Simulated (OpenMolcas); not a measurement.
Se III: the spin-orbit constant, worked from levels

| Item | Value |
| --- | --- |
| Program | OpenMolcas 26.06 |
| Basis | ANO-R2 [6s6p4d3f1g] |
| Scalar Hamiltonian | X2C, finite nucleus |
| Active space | 4 electrons in 4 orbitals (4s 4p) |
| State averaging | 2S+1 = 3 even, 6 roots; 2S+1 = 1 even, 11 roots; 2S+1 = 5 odd, 1 root; 2S+1 = 3 odd, 9 roots; 2S+1 = 1 odd, 8 roots |
| Spin-orbit coupling | RASSI with atomic mean-field integrals over the reference wave functions, term energies averaged over their components |

Methods: CASSCF; MS-CASPT2, IPEA 0.25 Eh, imaginary shift 0.1 Eh (closed shells correlated: 3d). Measured levels: Moore, Atomic Energy Levels, vol. II, NSRDS-NBS 35 (1971 reprint of NBS Circular 467, 1952).

**The spin-orbit constant.** For the Hund term ³P of p2, E(J) = (A/2) J(J+1) + constant and ζ = 2S·A = 2A. From J = 0 to J = 2 the energy changes by 3 A.

```json
{"Source": "CASSCF", "E(2) - E(0)": "3609.5", "A": "1203.2", "ζ": "2406"}
{"Source": "MS-CASPT2", "E(2) - E(0)": "3544.6", "A": "1181.5", "ζ": "2363"}
{"Source": "measured", "E(2) - E(0)": "3937.0", "A": "1312.3", "ζ": "2625"}
```

All in cm-1. MS-CASPT2 is off by -10.0 % and CASSCF by -8.3 %. Both methods take the spin-orbit matrix elements from the reference wave functions, so the second can move ζ only through the term energies and any multistate remixing. Second-order mixing with other terms is absorbed into this ζ.

Over all roots computed the reference weight is 0.85 to 0.96 in MS-CASPT2; the roots of lowest weight are the least certain, and an intruder state may touch them. Computed and measured levels are paired by configuration, term and J; levels that our copy of the source lacks, or whose pairing is in doubt (as where it misses far off the trend of its configuration), stay unpaired and out of the deviations. Only configurations of the active space appear.
